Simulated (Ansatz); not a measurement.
Geometry optimisation, UKS BLYP/def2-SVP in Ansatz 0.2.0.

The input (input.yaml):

```yaml
crystal:
  periodic: [false, false, false]
  atoms:
    - { symbol: Ga, position_ang: [0.135064, 0.568377, 0.075904] }
    - { symbol: H, position_ang: [-0.050619, 0.473026, 2.839166] }
    - { symbol: Cl, position_ang: [1.940302, -0.396894, -0.81245] }
    - { symbol: Cl, position_ang: [-1.855396, -0.515381, -0.17191] }
    - { symbol: O, position_ang: [0.102731, -0.252802, 2.179926] }
    - { symbol: H, position_ang: [-0.786483, -0.677426, 2.066463] }
magnetization:
  spin_polarized: true
  initial_magnetization: 1
basis:
  gaussian: { orbitals: def2-SVP }
hamiltonian:
  xc: blyp
relax:
  f_tol: 0.03
  max_steps: 50
```

Command:

```bash
$ ansatz run input.yaml --threads 4 --pin off --max-ram 5120MiB --backend cpu --events-out ev --progress --plain --runs-dir out
```

Problem. Where does it end, and by what steps?

Solution. The forces met the threshold. After 3 steps the energy has fallen by 0.004 eV; H6 moved furthest, 0.02 Å.

```tsv
step	energy less start (eV)	largest force component (eV/Å)	accepted
0	0.0000	0.381	yes
1	-0.0032	0.124	yes
2	-0.0038	0.048	yes
3	-0.0039	0.016	yes
```

```xyz
6
Properties=species:S:1:pos:R:3
Ga 0.135 0.570 0.065
H -0.061 0.465 2.850
Cl 1.939 -0.403 -0.816
Cl -1.859 -0.510 -0.180
O 0.103 -0.238 2.185
H -0.772 -0.685 2.073
```

Whether the end is a true minimum wasn't checked by a vibrational analysis.

Run time: 6.7 s on 4 threads of Arm Neoverse V2, on a shared host, peak memory 0.17 GiB.
